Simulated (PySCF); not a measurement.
# What a mistake does to a calculation on AlBCH5Si cation

All numbers below are calculated, not measured. The program is PySCF 2.14.0, an open-source quantum chemistry code, run on an isolated molecule that a program drew, which may never have been made. The molecule is AlBCH5Si cation (charge +1, singlet), drawn as the SMILES string `B[SiH]=[CH][AlH+]`.

Each row is a Hartree-Fock (HF) and frozen-core CCSD(T) single point in the cc-pV(D+d)Z basis, meant for a local HF minimum. Run 1 is clean. Each other run has one planted mistake out of seven kinds, and not every kind appears here: one electron removed, one electron added, multiplicity raised by two, geometry at a saddle point, minimal basis STO-3G, one bond length entered in bohr, all coordinates scaled. The reference is restricted for singlets and unrestricted otherwise, and also for a bond in bohr. Adding or removing an electron swaps singlet and doublet. Electrons count all cores. HOMO and LUMO are orbital energies over both spins, the gradient is its largest component, and the lowest frequency (negative if imaginary) is given only where the gradient is small. Bond lengths are over the 8 bonds as drawn. T1 is the CCSD diagnostic: over 0.02 (restricted) or 0.045 (unrestricted) a single reference is doubtful.

Geometry of the clean run:
```xyz
9
AlBCH5Si cation, angstrom
B    -2.6567   -2.2398    0.0031
Si   -0.7091   -2.8394    0.0107
C     0.4857   -1.7659   -0.6297
Al    0.0726   -0.1104   -1.3155
H    -3.5429   -2.9124    0.4230
H    -2.8953   -1.1535   -0.4513
H    -0.3063   -4.1477    0.5425
H     1.5303   -2.0767   -0.6305
H    -0.3040    1.2758   -1.8853
```

| run | electrons | basis functions | <S^2> | HOMO (eV) | LUMO (eV) | gradient (hartree/bohr) | lowest frequency (cm^-1) | mean bond (Å) | longest bond (Å) | T1 | HF (hartree) | CCSD(T) (hartree) | mistake |
|---|---|---|---|---|---|---|---|---|---|---|---|---|---|
| 1 | 42 | 99 | 0.000 | -13.96 | -4.37 | 7.8e-06 | 49 | 1.5125 | 2.038 | 0.0169 | -596.00031 | -596.41529 | no fault |
| 2 | 42 | 99 | 0.000 | -13.52 | -4.35 | 2.8e-02 | - | 1.5761 | 2.123 | 0.0184 | -595.98696 | -596.40863 | all coordinates scaled |
| 3 | 42 | 99 | 0.931 | -13.70 | -4.65 | 1.2e-02 | - | 1.6759 | 2.775 | 0.0440 | -595.89084 | -596.29310 | one bond length entered in bohr |
| 4 | 43 | 99 | 0.799 | -5.64 | 0.70 | 7.0e-02 | - | 1.5125 | 2.038 | 0.0214 | -596.18444 | -596.62401 | ? |
| 5 | 41 | 99 | 0.756 | -21.57 | -11.59 | 5.7e-02 | - | 1.5125 | 2.038 | 0.0123 | -595.54219 | -595.90404 | ? |

**Which mistake was planted in run 4, and what did it cost?**

It counts 43 electrons, one more than the clean run, at the same geometry and basis. So the mistake is: one electron added. Subtracting run 1 and multiplying by 627.51 kcal/mol a hartree, the energy moved by -115.5 kcal/mol in HF and -131.0 kcal/mol in CCSD(T).

**Which mistake was planted in run 5, and what did it cost?**

It counts 41 electrons, one fewer than the clean run, at the same geometry and basis. So the mistake is: one electron removed. Subtracting run 1 and multiplying by 627.51 kcal/mol a hartree, the energy moved by 287.5 kcal/mol in HF and 320.8 kcal/mol in CCSD(T).

